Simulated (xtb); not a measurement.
Sn(F)(NH2) (FH2NSn), SMILES [NH2][Sn][F] (connectivity only; charge and spin as stated), neutral, multiplicity 1. All values are semi-empirical tight-binding results from xtb (GFN2-xTB unless named), good for trends rather than for accurate numbers. Geometry optimised at GFN2-xTB. One conformer was computed; it need not be the lowest.

For metal compounds this method's bond lengths and energies can be far off.

Computed properties:
```yaml
point_group_as_xtb_finds_it: Cs
orbital_gap: 3.74 eV
zero_point_energy: 15.0 kcal/mol
G − E(el) at 298.15 K (modified RRHO): -3.2 kcal/mol
```
